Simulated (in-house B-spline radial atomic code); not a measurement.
Checks on a self-consistent run for Ca+, [He] 2s2 2p5 3s2 3p6 4s1 6g1. Level of theory: Dirac-Hartree-Fock, average of configuration, Fermi nucleus of rms radius 3.4776 fm; calculated with an all-electron radial atomic-structure program (B-spline basis).

```
orbital        q      ε (Eh)      <1/r>        <r²>  small-component weight
  1s1/2        2  -152.86236    19.7604  0.00790753               0.0051179
  2s1/2        2   -18.74941    4.15569    0.149187              0.00090021
  2p1/2   1.6667   -15.80547    4.03293    0.129068              0.00085752
  2p3/2   3.3333   -15.66109    3.99234    0.130866              0.00085045
  3s1/2        2    -3.21970    1.28099     1.35363              0.00018499
  3p1/2        2    -2.27141    1.20393     1.56185              0.00017318
  3p3/2        4    -2.25300     1.1958     1.57816              0.00017191
  4s1/2        1    -0.70080   0.418721     10.5987              3.0056e-05
  6g7/2  0.44444    -0.05559  0.0556849     543.279              1.4861e-06
  6g9/2  0.55556    -0.05559  0.0556847     543.281              1.4861e-06
```

Electron-electron repulsion V_ee = 223.5973 hartree.

(1) What total energy follows from the eigenvalues?

(2) Does the Dirac virial theorem hold?

(3) What diamagnetic shielding (Lamb formula) and susceptibility (Langevin formula) do the radii give?

## Answers

(1) The eigenvalues count the repulsion twice, so E = Σqε - V_ee = -442.520 - 223.597 = -666.118 hartree; the run printed -666.118.

(2) For a point nucleus E = -2c²Σq·w, with w the small-component weight. Here Σq·w = 0.017736 and c = 137.0360, so the ratio E/(-2c²Σq·w) is 1.000003; the finite nucleus accounts for the departure from 1.

(3) σ = (α²/3)Σq<1/r> = 78.089/(3·137.036²) = 1386.1 ppm, and χ = -0.79199×10⁻⁶·Σq<r²> = -449×10⁻⁶ cm³/mol with Σq<r²> = 566.99 bohr². Both are non-relativistic formulas without the paramagnetism of open shells.
